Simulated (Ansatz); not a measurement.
Process, species as SMILES: N[Si](N)(Br)Br → N[Si](N)Br + Br atom (the Br-Si bond at the site shown breaks; other sites are not compared here)
Each molecule is optimised on its own at B3LYP-D3(BJ)/def2-TZVP (Ansatz, an electronic-structure program), one conformer each, not searched for the lowest.
Geometry of the first species:
SMILES: N[Si](Br)(Br)N
```xyz
9

Si     0.0041    -0.7417     0.0331
Br    -0.0880     0.5217    -1.8171
Br     0.0815     0.6825     1.7634
N      1.3802    -1.7114     0.2187
N     -1.3613    -1.7390    -0.0647
H      1.5669    -2.4490    -0.4435
H      2.2213    -1.3352     0.6254
H     -2.2063    -1.4098    -0.5029
H     -1.5403    -2.4167     0.6607
```
Charge 0, spin multiplicity 1.

Quantity: bond dissociation energy (electronic energy difference), in kcal/mol. Valence correlation only, unless marked. Open shells are spin-unrestricted. Spin-orbit coupling is left out. The frozen core is the preceding noble-gas configuration, with the filled d and f shells of earlier blocks. Non-relativistic. Basis-set limits of correlation are two-point, X^-3; Hartree-Fock from the larger set. [CCSD(T)-MP2]/basis is that difference in the basis named.

```tsv
level	program	bond dissociation energy (kcal/mol)
PBE-D3(BJ)/def2-TZVPD	Ansatz + dftd3	97.7
B97M-V/def2-TZVPD	Ansatz	[?]
PBE0-D4/def2-TZVPD	Ansatz + dftd4	99.1
PBE0/def2-TZVP	Ansatz	[?]
BHLYP/def2-TZVPD	Ansatz	92.8
r2SCANh/def2-TZVPD	Ansatz	97.7
HSE06-D4/def2-TZVPD	Ansatz + dftd4	99.1
CAM-B3LYP-D3(BJ)/def2-TZVPD	Ansatz + dftd3	96.5
LC-wPBE-D4/def2-TZVPD	Ansatz + dftd4	99.1
wB97M-V/def2-TZVPD	Ansatz	101.2
B2GP-PLYP-D4/def2-TZVPD	Ansatz + dftd4	[?]
B2PLYP-D4/def2-TZVPD	Ansatz + dftd4	97.5
RPA@PBE/def2-TZVPP	Ansatz	[?]
SCS-MP2/STO-3G	Ansatz	92.4
SCS-MP2/6-31G*	Ansatz	93.6
RI-MP2/CBS(def2-TZVPP,def2-QZVPP)+[CCSD(T)-MP2]/def2-TZVPP	Ansatz	101.8
```

Fill in the missing entries.


- B97M-V/def2-TZVPD, bond dissociation energy (kcal/mol): 99.6
- PBE0/def2-TZVP, bond dissociation energy (kcal/mol): 97.2
- B2GP-PLYP-D4/def2-TZVPD, bond dissociation energy (kcal/mol): 98.4
- RPA@PBE/def2-TZVPP, bond dissociation energy (kcal/mol): 88.3
